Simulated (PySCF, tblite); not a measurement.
Compound: C₆H₇FO₂.
Atom-mapped SMILES: `[CH3:1][CH2:2][O:3][C@H:4]1[CH:5]=[C:6]([F:7])[C:8]1=[O:9]` (hydrogens: H10, H11, H12 on C1; H13, H14 on C2; H15 on C4; H16 on C5)

Computed with GFN2-xTB (tblite), gas phase: nudged elastic band of 9 images (0 to 8), spring 0.2 eV/Å², climbing image at the end, force threshold 0.05 eV/Å. No saddle search or frequency run followed, so the top image need not be a first-order saddle, and its height can exceed the method's true barrier by a kcal/mol or more.

Path: rotation about C4–O3 (sp3 carbon bound to oxygen, ether oxygen), followed by the dihedral C5–C4–O3–C2.

Image 0 (start, dihedral 167°):
```
atom  x, y, z in Å
C1     -1.960    0.961   -0.244
C2     -1.629   -0.520   -0.375
O3     -0.265   -0.773   -0.662
C4      0.622   -0.581    0.396
C5      2.003   -1.155    0.130
C6      2.618    0.032    0.222
F7      3.895    0.388    0.168
C8      1.376    0.795    0.464
O9      1.055    1.937    0.589
H10    -3.031    1.083   -0.103
H11    -1.440    1.406    0.600
H12    -1.661    1.488   -1.147
H13    -2.167   -0.956   -1.221
H14    -1.917   -1.057    0.541
H15     0.175   -0.884    1.354
H16     2.320   -2.154   -0.094
```

Image 8 (end, -0.010 eV, dihedral -57°):
```
atom  x, y, z in Å
C1     -1.334    0.568   -1.277
C2     -1.502   -0.017    0.123
O3     -0.778   -1.222    0.323
C4      0.577   -1.104    0.601
C5      1.499   -0.365   -0.369
C6      1.907    0.517    0.553
F7      2.798    1.503    0.520
C8      1.058   -0.026    1.636
O9      0.809    0.237    2.772
H10    -2.077    1.344   -1.436
H11    -0.346    1.003   -1.409
H12    -1.477   -0.213   -2.019
H13    -2.545   -0.303    0.279
H14    -1.226    0.725    0.884
H15     0.911   -2.116    0.845
H16     1.720   -0.523   -1.407
```

Question: What do the inner images look like?

Answer: 
Image 1: +0.015 eV, dihedral 180°
```
atom  x, y, z in Å
C1     -1.875    1.009   -0.379
C2     -1.642   -0.494   -0.282
O3     -0.307   -0.873   -0.581
C4      0.621   -0.705    0.445
C5      2.019   -1.131    0.032
C6      2.542    0.093    0.187
F7      3.773    0.570    0.057
C8      1.277    0.712    0.627
O9      0.899    1.791    0.967
H10    -2.936    1.222   -0.276
H11    -1.334    1.540    0.399
H12    -1.535    1.368   -1.346
H13    -2.244   -1.016   -1.031
H14    -1.920   -0.864    0.715
H15     0.256   -1.137    1.389
H16     2.399   -2.076   -0.304
```

Image 2: +0.049 eV, dihedral -166°
```
atom  x, y, z in Å
C1     -1.780    1.034   -0.520
C2     -1.644   -0.448   -0.186
O3     -0.356   -0.965   -0.493
C4      0.623   -0.827    0.492
C5      2.013   -1.088   -0.063
C6      2.442    0.161    0.167
F7      3.606    0.767   -0.033
C8      1.185    0.608    0.796
O9      0.772    1.588    1.335
H10    -2.822    1.331   -0.452
H11    -1.201    1.647    0.164
H12    -1.428    1.209   -1.534
H13    -2.325   -1.032   -0.810
H14    -1.885   -0.632    0.869
H15     0.355   -1.385    1.403
H16     2.438   -1.961   -0.516
```

Image 3: +0.087 eV, dihedral -149°
```
atom  x, y, z in Å
C1     -1.652    1.027   -0.650
C2     -1.639   -0.395   -0.098
O3     -0.427   -1.081   -0.385
C4      0.617   -0.939    0.532
C5      1.974   -1.017   -0.152
C6      2.308    0.242    0.161
F7      3.388    0.976   -0.080
C8      1.084    0.499    0.945
O9      0.655    1.362    1.648
H10    -2.655    1.438   -0.580
H11    -0.978    1.674   -0.097
H12    -1.347    1.013   -1.694
H13    -2.410   -0.989   -0.597
H14    -1.835   -0.396    0.981
H15     0.476   -1.603    1.399
H16     2.433   -1.803   -0.717
```

Image 4 (top): +0.100 eV, dihedral -129°
```
atom  x, y, z in Å
C1     -1.496    0.985   -0.750
C2     -1.635   -0.352   -0.026
O3     -0.527   -1.217   -0.231
C4      0.606   -1.022    0.568
C5      1.895   -0.922   -0.240
C6      2.157    0.327    0.164
F7      3.157    1.165   -0.090
C8      0.987    0.412    1.062
O9      0.553    1.170    1.874
H10    -2.428    1.537   -0.668
H11    -0.703    1.590   -0.320
H12    -1.274    0.814   -1.800
H13    -2.480   -0.906   -0.444
H14    -1.808   -0.196    1.044
H15     0.622   -1.760    1.383
H16     2.365   -1.616   -0.908
```

Image 5: +0.075 eV, dihedral -105°
```
atom  x, y, z in Å
C1     -1.335    0.901   -0.844
C2     -1.627   -0.302    0.047
O3     -0.644   -1.326   -0.001
C4      0.595   -1.080    0.599
C5      1.763   -0.794   -0.346
C6      2.025    0.399    0.199
F7      2.961    1.313   -0.035
C8      0.931    0.324    1.193
O9      0.480    1.006    2.061
H10    -2.191    1.570   -0.826
H11    -0.467    1.456   -0.495
H12    -1.156    0.581   -1.867
H13    -2.532   -0.806   -0.302
H14    -1.782    0.023    1.082
H15     0.793   -1.893    1.308
H16     2.178   -1.364   -1.154
```

Image 6: +0.046 eV, dihedral -85°
```
atom  x, y, z in Å
C1     -1.255    0.804   -0.970
C2     -1.601   -0.228    0.099
O3     -0.715   -1.338    0.177
C4      0.588   -1.112    0.616
C5      1.636   -0.658   -0.404
C6      1.948    0.448    0.282
F7      2.840    1.413    0.083
C8      0.951    0.218    1.351
O9      0.533    0.803    2.302
H10    -2.061    1.529   -1.031
H11    -0.338    1.337   -0.731
H12    -1.139    0.323   -1.938
H13    -2.561   -0.693   -0.137
H14    -1.678    0.257    1.079
H15     0.884   -2.007    1.173
H16     1.959   -1.086   -1.333
```

Image 7: +0.020 eV, dihedral -70°
```
atom  x, y, z in Å
C1     -1.255    0.693   -1.128
C2     -1.554   -0.134    0.120
O3     -0.754   -1.298    0.273
C4      0.581   -1.122    0.620
C5      1.545   -0.517   -0.402
C6      1.897    0.496    0.401
F7      2.758    1.499    0.258
C8      1.001    0.099    1.510
O9      0.685    0.526    2.577
H10    -2.007    1.472   -1.223
H11    -0.280    1.167   -1.071
H12    -1.288    0.063   -2.013
H13    -2.571   -0.531    0.058
H14    -1.480    0.493    1.016
H15     0.909   -2.086    1.021
H16     1.804   -0.812   -1.400
```

The largest changes of bonds and angles from start to top: C4–C8 1.571 → 1.564 Å, O3–C4 1.394 → 1.400 Å, C4–C5 1.519 → 1.524 Å, C2–H14 1.100 → 1.096 Å, O3–C4–C8 117.3 → 120.3°, C2–O3–C4 115.7 → 117.6°, O3–C4–H15 111.4 → 110.0°. GFN2-xTB torsional profiles can miss by a kcal/mol or more and can put conformers in the wrong order.

Question: What do single points at PBE0/pcSseg-1 (PySCF, no dispersion term) give on some images?

Answer: 
```
image  GFN2-xTB E (eV)  DFT E (eV)  HOMO (eV)  LUMO (eV)  dipole (D)
    0            0.000       0.000      -7.19      -1.81        3.09
    2            0.049       0.079      -7.24      -1.90        2.46
    4            0.100       0.182      -7.50      -1.93        2.02
    6            0.046       0.165      -7.50      -1.95        2.43
    8           -0.010       0.100      -7.33      -1.92        3.12
```

Energies count from image 0 at each level. At the GFN2-xTB top the DFT energy is 4.2 kcal/mol against 2.3; the geometries weren't optimised at the DFT level.

The cost below is that of the whole band run. Cost: about 16 s of CPU time on one thread; the machine was shared, so the figure is rough.
